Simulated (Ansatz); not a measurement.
The molecule SiH+, closed-shell singlet (the spin of the measured ground state).

The constants come from a fifth-degree fit in 1/R (seven points, main isotopes). Runs in def2 and cc sets follow the lowest solution found near the PBE0 minimum. The singlet is held restricted.

Correlated levels freeze the cores.

Codes used: Ansatz (an electronic-structure program). Values without a source in brackets are computed.

Energies at CCSD(T)/def2-TZVPP:

```tsv
R (Å)	E (hartree)
1.412260	-289.25015868
1.450224	-289.25223318
1.485151	-289.25313675
1.524634	-289.25317169
1.564116	-289.25232059
1.609673	-289.25042537
1.662823	-289.24721675
```

Problem. With a reduced mass of 0.9728 u, find the minimum, the force constant and the constants.

Solution. A fifth-degree polynomial in 1/R puts the minimum at r_e = 1.5060 Å with force constant 268 N/m. Then ω_e = (1/2πc)√(k/μ) = 2164 cm⁻¹ and B_e = h/(8π²cμr_e²) = 7.640 cm⁻¹; the cubic and quartic terms give α_e = 0.20 and ω_e x_e = 33 cm⁻¹.

Doubts at one or more of the structures used: a restricted determinant that unrestricted orbitals would lower (CCSD(T)/def2-TZVPP).
